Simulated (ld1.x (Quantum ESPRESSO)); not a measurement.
## iron (Fe): one change to a TM semilocal potential, before and after

ld1.x (Quantum ESPRESSO) 7.5 input, shortened:

```
&input
   title='Fe', zed=26., rel=1, dft='PBE', iswitch=3,
   config='[Ar] 3d6 4s2 4p0'
 /
 &inputp
   pseudotype=1, tm=.true., lloc=0,
   nlcc=.false.
 /
3
4P  2  1   0.00   0.00  3.45  3.45  0.0
3D  3  2   6.00   0.00  1.30  1.30  0.0
4S  1  0   2.00   0.00  2.00  2.00  0.0
 &test
   configts(1)='3d6 4s2 4p0'
 /
```

All-electron outer shells of the reference configuration (PBE, scalar-relativistic, ld1.x):

| shell | level (eV) | outermost node (bohr) | outermost maximum (bohr) |
| --- | --- | --- | --- |
| 3s | -94.02 | 0.33 | 0.70 |
| 3p | -60.04 | 0.30 | 0.72 |
| 3d | -7.50 | – | 0.71 |
| 4s | -5.29 | 1.00 | 2.41 |
| 4p | -1.33 | 1.10 | 3.33 |

Change: wave 4p (bound): rc 3.45 bohr becomes 4p (bound): rc 3.12 bohr.

Cutoffs: the cutoffs (Ry, on a coarse ladder) from which the occupation-weighted sum of valence levels, in a spherical-Bessel basis at the reference potential, stays within 10 and 1 mRy of its value at 400 Ry; they do not see the model core or the augmentation charge, which bear on the density cutoff. Errors are all-electron minus pseudo energies relative to the spin-unpolarised reference configuration.

**Question.** Predict the effect on cutoff, ghosts and configuration errors.

**Answer.** The potential gets neither clearly harder nor softer (140 Ry and 200 Ry → 140 Ry and 200 Ry); of the 7 tests that both files solve, the error grows in 0 and shrinks in 2 by more than 15 % and 0.3 meV (median size 82.0 → 82.0 meV); neither file shows a bound ghost. A semilocal file is local in each channel, so a ghost entry of none says nothing of the separable form that plane-wave codes build from it.

```tsv
quantity	base	changed
cutoff, loose	140 Ry	140 Ry
cutoff, tight	200 Ry	200 Ry
bound ghosts	none	none
error for 3d6 4s1 4p0, meV [ΔE 8.73 eV]	+5.7	+5.7
error for 3d6 4s0 4p0, meV [ΔE 24.93 eV]	+82	+82
error for 3d5 4s0 4p0, meV [ΔE 59.16 eV]	+176	+176
error for 3d7 4s1 4p0, meV [ΔE -0.79 eV]	-99	-99
error for 3d6 4s0 4p2, meV [ΔE 8.46 eV]	+27	+20
error for 3d6 4s1 4p1, meV [ΔE 4.10 eV]	+5.1	+3.7
error for 3d5 4s2 4p1, meV [ΔE 8.75 eV]	-176	-186
```
